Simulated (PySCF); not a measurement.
SMILES COc1ccccc1O[SiH3], GFN2-xTB optimised geometry.

```
20

C     -2.92    -1.41    -0.01
O     -1.52    -1.34     0.00
C     -0.93    -0.11     0.00
C     -1.61     1.10     0.00
C     -0.90     2.29     0.00
C      0.47     2.29     0.00
C      1.16     1.09     0.00
C      0.48    -0.11     0.00
O      1.10    -1.31     0.00
Si     2.65    -1.79     0.00
H     -3.16    -2.47    -0.01
H     -3.35    -0.94    -0.90
H     -3.35    -0.95     0.89
H     -2.68     1.12     0.00
H     -1.45     3.23     0.00
H      1.02     3.22     0.00
H      2.24     1.07     0.00
H      3.35    -1.30    -1.19
H      2.45    -3.23     0.01
H      3.35    -1.29     1.19
```

Density from PySCF 2.14.0 with PBE/def2-SVP at that geometry.

Minimum of the electron density along straight lines between bonded atoms, close to the bond critical point (lines longer than 1.1 times the sum of covalent radii, or with two minima, are not listed):

```tsv
bond	length / Å	ρ at the minimum / e bohr⁻³	∇²ρ there / e bohr⁻⁵	position (fraction from the first atom)
C1–O2	1.405	0.258	-0.39	0.35
O2–C3	1.362	0.284	-0.33	0.66
C3–C4	1.387	0.308	-0.75	0.52
C4–C5	1.387	0.305	-0.74	0.50
C5–C6	1.379	0.311	-0.77	0.50
C6–C7	1.386	0.306	-0.75	0.50
C3–C8	1.410	0.303	-0.75	0.50
C7–C8	1.383	0.312	-0.77	0.49
C8–O9	1.346	0.285	-0.15	0.33
O9–Si10	1.621	0.127	1.08	0.59
C1–H11	1.089	0.282	-1.08	0.64
C1–H12	1.095	0.277	-1.03	0.64
C1–H13	1.095	0.277	-1.03	0.64
C4–H14	1.078	0.280	-1.03	0.63
C5–H15	1.079	0.281	-1.04	0.63
C6–H16	1.079	0.281	-1.04	0.63
C7–H17	1.079	0.279	-1.02	0.63
Si10–H18	1.466	0.118	0.31	0.49
Si10–H19	1.453	0.121	0.32	0.49
Si10–H20	1.466	0.118	0.31	0.49
```
